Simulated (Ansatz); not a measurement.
C$_{3}$H$_{6}$OSe (`C/C(O)=C\[SeH]`) at its PBE0-D4/def2-TZVP geometry, where that method's forces vanish. Charge 0, multiplicity 1.

```json
{"atom": "C1", "x (Å)": "0.457", "y (Å)": "0.100", "z (Å)": "1.191"}
{"atom": "C2", "x (Å)": "0.405", "y (Å)": "0.216", "z (Å)": "-0.290"}
{"atom": "O3", "x (Å)": "1.583", "y (Å)": "0.530", "z (Å)": "-0.892"}
{"atom": "C4", "x (Å)": "-0.662", "y (Å)": "0.050", "z (Å)": "-1.075"}
{"atom": "Se5", "x (Å)": "-2.417", "y (Å)": "-0.238", "z (Å)": "-0.422"}
{"atom": "H6", "x (Å)": "0.725", "y (Å)": "1.062", "z (Å)": "1.641"}
{"atom": "H7", "x (Å)": "-0.503", "y (Å)": "-0.217", "z (Å)": "1.594"}
{"atom": "H8", "x (Å)": "1.220", "y (Å)": "-0.631", "z (Å)": "1.483"}
{"atom": "H9", "x (Å)": "2.274", "y (Å)": "0.593", "z (Å)": "-0.227"}
{"atom": "H10", "x (Å)": "-0.547", "y (Å)": "0.175", "z (Å)": "-2.145"}
{"atom": "H11", "x (Å)": "-2.535", "y (Å)": "-1.641", "z (Å)": "-0.857"}
```

For each bond, give half the difference of the two atoms' forces along it (eV/Å; positive pushes the atoms apart) under PBE-D4, r2SCAN-D4, B3LYP-D4, ωB97M-V in def2-TZVPP. (Best estimate.)

Ansatz gave: 
```
   bond  length (Å)  PBE-D4  r2SCAN-D4  B3LYP-D4  ωB97M-V
  C1–C2       1.487   -0.22      -0.09      0.12     0.23
  C1–H6       1.095    0.11      -0.02     -0.05    -0.09
  C1–H7       1.088    0.13      -0.04     -0.09    -0.11
  C1–H8       1.096    0.11      -0.02     -0.05    -0.09
  C2–O3       1.360    0.32       0.26      0.31     0.28
  C2–C4       1.335    0.36       0.16     -0.16    -0.27
  O3–H9       0.961    0.38       0.00     -0.07    -0.12
 C4–Se5       1.894    0.03       0.05      0.30     0.19
 C4–H10       1.083    0.00      -0.10     -0.15    -0.08
Se5–H11       1.474    0.28       0.00      0.03    -0.15
```

B3LYP here is the variant with VWN-RPA as its local correlation; programs differ in this.
